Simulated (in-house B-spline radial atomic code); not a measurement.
A fraction x of an electron is moved 3p → 3d in Ni²⁺, starting from [Ar] 3d8 and keeping the highest spin. Method: non-relativistic r2SCAN, spin-polarised, spherical fractional occupations, point nucleus. Calculated with a radial B-spline atomic code at the basis-set limit.

```json
{"x": "0", "E(x) - E(0) (eV)": "0.0000", "3p down level (eV)": "-90.818", "3d down level (eV)": "-27.103"}
{"x": "0.125", "E(x) - E(0) (eV)": "7.9638", "3p down level (eV)": "-90.926", "3d down level (eV)": "-27.219"}
{"x": "0.25", "E(x) - E(0) (eV)": "15.9265", "3p down level (eV)": "-91.032", "3d down level (eV)": "-27.335"}
{"x": "0.375", "E(x) - E(0) (eV)": "?", "3p down level (eV)": "?", "3d down level (eV)": "?"}
{"x": "0.5", "E(x) - E(0) (eV)": "31.8481", "3p down level (eV)": "-91.237", "3d down level (eV)": "-27.562"}
{"x": "0.625", "E(x) - E(0) (eV)": "?", "3p down level (eV)": "?", "3d down level (eV)": "?"}
{"x": "0.75", "E(x) - E(0) (eV)": "47.7636", "3p down level (eV)": "-91.434", "3d down level (eV)": "-27.786"}
{"x": "0.875", "E(x) - E(0) (eV)": "55.7187", "3p down level (eV)": "-91.529", "3d down level (eV)": "-27.896"}
{"x": "1", "E(x) - E(0) (eV)": "63.6718", "3p down level (eV)": "-91.621", "3d down level (eV)": "-28.005"}
```

Problem. What belongs in the row x = 0.375?

Solution. An energy change of 23.8880 eV; 3p down at -91.135 eV, 3d down at -27.449 eV.

Problem. What belongs in the row x = 0.625?

Solution. An energy change of 39.8067 eV; 3p down at -91.336 eV, 3d down at -27.674 eV.

Problem. Check Janak's theorem between x = 0.125 and 0.25.

Solution. The slope of the energy is 63.70 eV; the orbital levels give 63.70 eV (ε of the receiving orbital less ε of the emptying one, averaged over the two points).
